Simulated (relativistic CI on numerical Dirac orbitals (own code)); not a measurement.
## Ligand-field terms of d5

Computed with a parametric ligand-field model of a d^n configuration (Racah B and C, spin-orbit zeta, crystal field), exact diagonalisation.

Field parameters in Wybourne normalisation: D3d B²₀ = −7Dσ, B⁴₀ = −14Dq − 21Dτ, B⁴₃ = −14√(10/7) Dq; Oh B⁴₀ = 21Dq, B⁴₄ = √(5/14) B⁴₀; Td as Oh with Dq negative (B⁴₀ = 21Dq, B⁴₄ = √(5/14) B⁴₀). The field is a parameter set, without covalency.

**Question.** Ground term and bands for B = 980, C = 4880, ζ = 0 cm⁻¹, Oh, 10Dq = 31850 cm⁻¹?

**Answer.** Ground term 2T2 with 0.06 electrons in the two orbitals of the cubic e set. Spin-allowed: 2A2 26509 cm⁻¹ (377 nm), 2T1 26820 cm⁻¹ (373 nm), 2T2 29271 cm⁻¹ (342 nm), 2E 31766 cm⁻¹ (315 nm). Lowest spin-forbidden: 6A1 3307 cm⁻¹ (3023 nm), 4T1 9846 cm⁻¹ (1016 nm), 4T2 16874 cm⁻¹ (593 nm).

**Question.** Ground term and bands for B = 890, C = 3930, ζ = 0 cm⁻¹, Td, 10Dq = -11850 cm⁻¹?

**Answer.** Ground term 6A1 with 2.00 electrons in the two orbitals of the cubic e set. Spin-allowed: none. Lowest spin-forbidden: 4T1 19590 cm⁻¹ (510 nm), 4T2 24486 cm⁻¹ (408 nm), 2T2 24820 cm⁻¹ (403 nm). A high-spin d5 ion has no spin-allowed d-d band, hence its pale colour.

**Question.** Ground term and bands for B = 750, C = 2960, ζ = 0 cm⁻¹, Td, 10Dq = -1800 cm⁻¹?

**Answer.** Ground term 6A1 with 2.00 electrons in the two orbitals of the cubic e set. Spin-allowed: none. Lowest spin-forbidden: 4T1 21657 cm⁻¹ (462 nm), 4T2 22205 cm⁻¹ (450 nm), 4A1+E 22300 cm⁻¹ (448 nm). A high-spin d5 ion has no spin-allowed d-d band, hence its pale colour.

**Question.** Ground term and bands for B = 380, C = 1890, ζ = 0 cm⁻¹, D3d, 10Dq = 30750, Dσ = 590, Dτ = 100 cm⁻¹?

**Answer.** Ground term 2E with 0.01 electrons in the two orbitals of the cubic e set. Spin-allowed: 2A1 2153 cm⁻¹, 2E 28774 cm⁻¹ (348 nm), 2A2 29076 cm⁻¹ (344 nm), 2A1 29856 cm⁻¹ (335 nm). Lowest spin-forbidden: 4E 22113 cm⁻¹ (452 nm), 4A2 23659 cm⁻¹ (423 nm), 4E 25853 cm⁻¹ (387 nm).

**Question.** Ground term and bands for B = 880, C = 3300, ζ = 0 cm⁻¹, Td, 10Dq = -3200 cm⁻¹?

**Answer.** Ground term 6A1 with 2.00 electrons in the two orbitals of the cubic e set. Spin-allowed: none. Lowest spin-forbidden: 4T1 23714 cm⁻¹ (422 nm), 4T2 25034 cm⁻¹ (399 nm), 4A1+E 25300 cm⁻¹ (395 nm). A high-spin d5 ion has no spin-allowed d-d band, hence its pale colour.
